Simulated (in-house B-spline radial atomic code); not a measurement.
V⁸⁺. Computed with a B-spline radial atomic code. Model: all-electron spherical atom, spin shells full or empty, radial basis limit, no spin-orbit coupling, Breit or QED, empty-state partial waves extrapolated as (l+1/2)^-4, RPA, G0W0 and static COHSEX of the highest shell as one setting changes (uncorrelated shells keep exact exchange).

Empty levels are discrete states of a finite basis, so the steps are uneven.

Given: element V; charge 8; filled core Ne; hamiltonian one-electron scalar X2C; mean-field start PBE0; highest l of empty states 9; nuclear rms radius 3.6002 fm; lowest nl shells left uncorrelated 0; highest mean-field shell 3p up; box radius 7.7 bohr.

Shell: 3s 1 1, 3p 3 0 (electrons up and down).

```
highest empty level kept (hartree)  RPA correlation energy (hartree)  G0W0 level (eV)  G0W0 minus most complete (meV)  COHSEX level (eV)  linearised minus solved G0W0 (meV)
                                27                          -0.47308          -204.27                           370.4            -206.91                                  -8
                                54                          -0.60612          -204.42                           216.6            -207.35                                -8.3
                              94.5                          -0.69401           -204.5                             139            -207.56                                -8.5
                               162                                 ?                ?                               ?                  ?                                   ?
                               270                          -0.84278           -204.6                            42.1            -207.85                                -8.7
                               486                            -0.888          -204.62                            21.9            -207.91                                -8.7
                               810                           -0.9215          -204.63                            10.9            -207.94                                -8.8
                              1620                                 ?                ?                               ?                  ?                                   ?
                              3240                           -0.9628          -204.64                             0.8            -207.96                                -8.8
                              6750                            -0.969          -204.64                             0.1            -207.96                                -8.8
                             16200                          -0.97064          -204.64                               0            -207.96                                -8.8
                             54000                          -0.97107          -204.64                               0            -207.96                                -8.8
```

Problem. What follows for highest empty level kept = 162?

Solution. RPA correlation energy -0.78943 hartree; G0W0 level -204.56 eV; G0W0 minus most complete 76.2 meV; COHSEX level -207.75 eV; linearised minus solved G0W0 -8.6 meV.

Problem. What follows for highest empty level kept = 1620?

Solution. RPA correlation energy -0.95219 hartree; G0W0 level -204.64 eV; G0W0 minus most complete 2.8 meV; COHSEX level -207.96 eV; linearised minus solved G0W0 -8.8 meV.
